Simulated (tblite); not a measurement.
Species: C₅H₁₀Cl₂OSi.
SMILES with atom numbers: `[OH:1][CH2:2][C@@H:3]([Cl:4])[C@H:5]([Cl:6])[C@H:7]1[CH2:8][SiH2:9]1` (hydrogens: H10 on O1; H11, H12 on C2; H13 on C3; H14 on C5; H15 on C7; H16, H17 on C8; H18, H19 on Si9)

Structure used (GFN2-xTB), in Å, numbered top down from 1:
```xyz
19
C5H10Cl2OSi angstrom
O     -3.3398   -0.0907    1.3167
C     -2.1831    0.6594    1.0843
C     -1.2020   -0.0740    0.1660
Cl    -1.9675   -0.2355   -1.4463
C      0.1604    0.5918    0.0474
Cl    -0.0569    2.3099   -0.4890
C      1.0951   -0.1139   -0.8788
C      2.5928    0.1851   -0.7189
Si     2.1334   -1.5826   -0.2772
H     -3.7570   -0.2729    0.4639
H     -1.7145    0.8080    2.0611
H     -2.4238    1.6409    0.6553
H     -1.0594   -1.0961    0.5313
H      0.5921    0.6648    1.0498
H      0.7412   -0.1122   -1.9036
H      3.1277    0.4101   -1.6305
H      2.8425    0.8887    0.0638
H      2.3944   -2.6418   -1.2300
H      2.0144   -1.9296    1.1274
```

All values are computed: GFN2-xTB (tblite) harmonic vibrations without scaling, gas phase. Errors from tens to a few hundred cm⁻¹ against measured bands are possible. Modes of hydrogen on silicon can be 10 to 20 % off. One conformer, not necessarily the lowest.

Harmonic wavenumbers (cm⁻¹): 40.2, 54.9, 92.7, 112.6, 145.8, 154.7, 215.7, 256.8, 326.7, 351.3, 413.8, 421.9, 434.5, 477.4, 536.6, 585.8, 621.7, 706.2, 723.6, 726.8, 746.6, 754.3, 911.3, 951.1, 971.0, 1023.0, 1051.8, 1067.0, 1090.5, 1109.9, 1151.5, 1155.3, 1194.4, 1203.2, 1228.7, 1244.8, 1310.9, 1329.1, 1346.7, 1436.7, 1463.4, 2364.1, 2396.1, 2906.8, 2928.3, 2933.7, 2973.2, 3033.4, 3061.7, 3076.0, 3494.0.

A = 1313, B = 628.3, C = 539.3 MHz; mass 183.988 u (most abundant isotopes); point group C1, symmetry number 1.

Task: Zero-point energy?

Result: Half the sum of the wavenumbers: 30154 cm⁻¹ = 360.72 kJ/mol.

Task: Entropy at 273.15 K, 1 bar (ideal gas, RRHO, classical rotation)?

Result: Translation 172.07, rotation 128.44, vibration 135.56: S = 436.1 J/(mol K).

Task: And Cp and H(273.15 K) − H(0)?

Result: Cp = 171.19 J/(mol K), of which vibrations give 137.93 (their classical limit is 51 R = 424.0); H(273.15 K) − H(0) = 28.42 kJ/mol without the zero-point energy, 19.34 from vibrations.

Task: Which modes carry the vibrational entropy at 273.15 K?

Result: 40.2 cm⁻¹: 21.24; 54.9 cm⁻¹: 18.66; 92.7 cm⁻¹: 14.36; 112.6 cm⁻¹: 12.78; 145.8 cm⁻¹: 10.71; 154.7 cm⁻¹: 10.24 J/(mol K); the other 45 give 47.57 together.

Task: How do the functions run with temperature in this model?

Result: 
```
T (K)  S (J/(mol K))  Cp (J/(mol K))  H − H(0) (kJ/mol)  G − H(0) (kJ/mol)  ln q(vib)
  100          312.8            87.6               5.99             -25.29       2.29
  200          388.5           136.0              17.18             -60.51       5.49
  300          452.7           183.7              33.19            -102.63       8.63
  500          565.9           261.0              78.18            -204.79      14.70
  800          705.0           329.2             167.74            -396.26      23.13
 1000          781.7           357.8             236.61            -545.11      28.23
```

q(vib) and H(0) count from the zero-point level.

Hindered rotation and anharmonicity are outside this model. Other conformers, if any are populated, would add a mixing term that is left out. The structure is chiral; the term R ln 2 for an equal mix with its mirror image is left out.
